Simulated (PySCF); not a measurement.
## Nd (neodymium, neutral) across methods

[Xe] 4f5 6s1, one real determinant (an excited configuration). Computed with PySCF 2.14 in x2c-TZVPPall, with the spin-free X2C one-electron Hamiltonian (Gaussian nucleus).

```tsv
method	E (hartree)	mean ε 5p β (eV)	mean ε 6s α (eV)	mean ε 4f α (eV)	Σ⟨r²⟩ (bohr²)	⟨S²⟩
PBE0	-9622.73	-17.841	-2.944	1.888	77.72	12.002
r2SCAN	-9623.11	-17.014	-2.675	3.413	78.92	12.004
LDA	-9615.44	-16.512	-2.705	3.630	75.85	12.002
```

Task: Estimate the same row for PBE.

Result: E (hartree) = -9622.77; mean ε 5p β (eV) = -16.310; mean ε 6s α (eV) = -2.534; mean ε 4f α (eV) = 3.726; Σ⟨r²⟩ (bohr²) = 76.79; ⟨S²⟩ = 12.002.

⟨L²⟩ = 24.00 against 30 for a pure H term, so this real determinant mixes terms. Spin-orbit coupling, absent here, splits the open shell strongly. At PBE the highest occupied level has a positive energy, so only the finite basis holds that electron; for this excited configuration the basis is too tight for the outer shell.

The highest occupied level is positive at PBE, PBE0, r2SCAN, LDA: only the finite basis holds that electron, which in a density functional comes from self-interaction.
